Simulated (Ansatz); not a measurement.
Cost and result for the atomization energy of `O[Si](O)(O)[S]` radical (8 atoms, 7 bonds).

Total charge 0; spin multiplicity 2. The geometry is a stationary point of PBE0-D4/def2-TZVP. It is one conformer, not always the lowest. Program: Ansatz. All runs use 4 threads of an Arm Neoverse V2 on a shared host. Times are those of one run each, without the atoms' runs, and a repeat can differ threefold. Electronic energies, without spin–orbit coupling; frozen cores. CCSD(T)/CBS adds CCSD(T) − MP2 in def2-TZVPP to the MP2 limit, and its time is that of the two runs behind it. T1 = 0.014; ⟨S²⟩ of the reference is 0.76. B3LYP takes the VWN-RPA correlation (the form of Gaussian; ORCA's B3LYP/G).

CCSD(T)/CBS is a level of theory with its own doubt, some kJ/mol a heavy atom from the limit and from the frozen cores, so smaller differences don't rank the functionals.

```
                             level  functions  wall time
            LDA (SPW92)/def2-TZVPP        219      3.8 s
   PBE-D4/def2-TZVPP (with forces)        219        7 s
                PBE0-D4/def2-TZVPP        219       13 s
 B3LYP-D4/def2-TZVPP (with forces)        219       13 s
                  CCSD(T)/def2-SVP         93       14 s
               PBE-QIDH/def2-TZVPP        219       18 s
r2SCAN-D4/def2-TZVPP (with forces)        219       20 s
             r2SCANh-D4/def2-TZVPP        219       22 s
                ωB97X-V/def2-TZVPP        219       33 s
  ωB97M-V/def2-TZVPP (with forces)        219       53 s
                    MP2/def2-QZVPP        401       60 s
                CCSD(T)/def2-TZVPP        219    7.6 min
                 CCSD(T)/CBS(def2)          –    8.6 min
```

(1) What atomization energy does each give, and how far from CCSD(T)/CBS? (Estimate.)

Results:

(1) Computed: 
```json
{"level": "LDA (SPW92)/def2-TZVPP", "atomization (kcal/mol)": "864.9", "difference from CCSD(T)/CBS": "117.7", "per bond": "16.8"}
{"level": "PBE-D4/def2-TZVPP (with forces)", "atomization (kcal/mol)": "754.9", "difference from CCSD(T)/CBS": "7.7", "per bond": "1.1"}
{"level": "PBE0-D4/def2-TZVPP", "atomization (kcal/mol)": "733.5", "difference from CCSD(T)/CBS": "-13.7", "per bond": "-2.0"}
{"level": "B3LYP-D4/def2-TZVPP (with forces)", "atomization (kcal/mol)": "736.2", "difference from CCSD(T)/CBS": "-11.0", "per bond": "-1.6"}
{"level": "CCSD(T)/def2-SVP", "atomization (kcal/mol)": "667.6", "difference from CCSD(T)/CBS": "-79.6", "per bond": "-11.4"}
{"level": "PBE-QIDH/def2-TZVPP", "atomization (kcal/mol)": "731.1", "difference from CCSD(T)/CBS": "-16.1", "per bond": "-2.3"}
{"level": "r2SCAN-D4/def2-TZVPP (with forces)", "atomization (kcal/mol)": "746.5", "difference from CCSD(T)/CBS": "-0.7", "per bond": "-0.1"}
{"level": "r2SCANh-D4/def2-TZVPP", "atomization (kcal/mol)": "738.2", "difference from CCSD(T)/CBS": "-9.0", "per bond": "-1.3"}
{"level": "ωB97X-V/def2-TZVPP", "atomization (kcal/mol)": "744.3", "difference from CCSD(T)/CBS": "-2.9", "per bond": "-0.4"}
{"level": "ωB97M-V/def2-TZVPP (with forces)", "atomization (kcal/mol)": "746.1", "difference from CCSD(T)/CBS": "-1.1", "per bond": "-0.2"}
{"level": "MP2/def2-QZVPP", "atomization (kcal/mol)": "762.5", "difference from CCSD(T)/CBS": "15.3", "per bond": "2.2"}
{"level": "CCSD(T)/def2-TZVPP", "atomization (kcal/mol)": "719.9", "difference from CCSD(T)/CBS": "-27.3", "per bond": "-3.9"}
{"level": "CCSD(T)/CBS(def2)", "atomization (kcal/mol)": "747.2", "difference from CCSD(T)/CBS": "0.0", "per bond": "0.0"}
```

Leaving LDA and LC-ωPBE aside and taking each functional with its dispersion term where it has one, the values, not all of them listed here, spread over 48.4 kcal/mol, from BHLYP-D4 to PBE-D4. LDA lies +114.7 kcal/mol from PBE without D4, its usual overbinding. From PBE to PBE0 (25 % exact exchange), in def2-TZVPP and without D4, the atomization energy moves by −20.6 kcal/mol: exact exchange takes away binding that semilocal exchange gives to molecules. The D4 term adds +7.7 kcal/mol with B3LYP and +4.0 kcal/mol with PBE0; it sums over pairs of atoms, weighted by their polarisabilities, and B3LYP, whose exchange is more repulsive, gets the larger term.
